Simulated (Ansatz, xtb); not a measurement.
Isomers of C7H5Cl in order of energy

4 gas-phase structures of C7H5Cl, from a drawn sample of its isomers (lower ones may exist). Each was relaxed with GFN2-xTB:

A. `C#C/C=C(\Cl)C#CC`, a singlet
B. `ClC1=CC2=C(C=C1)C2`, a singlet
C. `C#C/C=C(/Cl)C#CC`, a singlet
D. `C#CC1=CC(Cl)=CC1`, a singlet

Q: Estimate their order in r2SCAN-D4/def2-SVP energy at these geometries, lowest first.

A: Calculated order at r2SCAN-D4/def2-SVP: B (0.0), D (28.7), A (171.5), C (173.1) kJ/mol. Less than 1 kcal/mol parts A and C, so the order within that pair means little. CCSD(T)/def2-SVP + ΔMP2/def2-TZVPP after further relaxation puts D lowest instead.

Energies above the lowest of each column, in kJ/mol; the last columns are at PBE0-D3(BJ)/def2-SVP geometries and were run for some of them only (a dash: not run or not comparable):

```tsv
structure	GFN2-xTB	HF/STO-3G	r2SCAN-D4/def2-SVP	PBE0-D3(BJ)/def2-SVP	CCSD(T)/def2-SVP + ΔMP2/def2-TZVPP
B	0.0	6.0	0.0	0.0	10.9
D	3.2	0.0	28.7	34.6	0.0
A	136.8	173.2	171.5	188.4	131.0
C	136.7	171.8	173.1	–	–
```

CCSD(T)/def2-SVP + ΔMP2/def2-TZVPP puts D lowest of those it was run on; GFN2-xTB picks B, r2SCAN-D4/def2-SVP picks B, PBE0-D3(BJ)/def2-SVP picks B. CCSD(T)/def2-SVP + ΔMP2/def2-TZVPP orders those it was run on as D (0.0), B (10.9), A (131.0) kJ/mol. A keeps a small imaginary mode. Frequencies (GFN2-xTB) were run for A, B, D alone. ΔMP2 is the change of the MP2 energy from the smaller to the larger basis.

Over these structures GFN2-xTB departs from r2SCAN-D4/def2-SVP by 12.1 kJ/mol on average once a common shift is removed. A GFN2-xTB relaxation took about 0.07 s and the r2SCAN-D4/def2-SVP energy about 1.5 s on a shared host (Ansatz 0.2.0, xtb 6.7.1).
